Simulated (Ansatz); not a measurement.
Mulliken charges of C₃H₄BF (`BCC#CF`) from ωB97M-V/def2-TZVPP in Ansatz (PBE0-D4/def2-TZVP geometry).

```json
{"atom": "B1", "x (Å)": "-1.021", "y (Å)": "0.721", "z (Å)": "-0.878", "charge (e)": "-0.127"}
{"atom": "C2", "x (Å)": "-0.523", "y (Å)": "-0.402", "z (Å)": "0.085", "charge (e)": "-0.254"}
{"atom": "C3", "x (Å)": "0.854", "y (Å)": "-0.352", "z (Å)": "0.542", "charge (e)": "-0.213"}
{"atom": "C4", "x (Å)": "1.991", "y (Å)": "-0.290", "z (Å)": "0.905", "charge (e)": "0.317"}
{"atom": "F5", "x (Å)": "3.205", "y (Å)": "-0.229", "z (Å)": "1.296", "charge (e)": "-0.152"}
{"atom": "H6", "x (Å)": "-2.157", "y (Å)": "0.671", "z (Å)": "-1.251", "charge (e)": "0.079"}
{"atom": "H7", "x (Å)": "-0.314", "y (Å)": "1.611", "z (Å)": "-1.245", "charge (e)": "0.086"}
{"atom": "H8", "x (Å)": "-0.732", "y (Å)": "-1.362", "z (Å)": "-0.412", "charge (e)": "0.132"}
{"atom": "H9", "x (Å)": "-1.215", "y (Å)": "-0.415", "z (Å)": "0.941", "charge (e)": "0.132"}
```

Problem. By hand: the dipole of these point charges (1 e Å = 4.8032 D).

Solution. Σ q r = (-0.230, -0.015, -0.072) e Å, of length 0.241 e Å = 1.16 D.

Problem. How does the dipole of the full density compare? (An estimate is asked.)

Solution. The calculation gave: (-0.245, -0.088, -0.026) e Å, 1.26 D; the point charges give 0.92 times that, at 20° from its direction.

Point charges leave out the atoms' own dipoles, such as those of lone pairs, and Mulliken's split depends on the basis, so the two needn't agree.
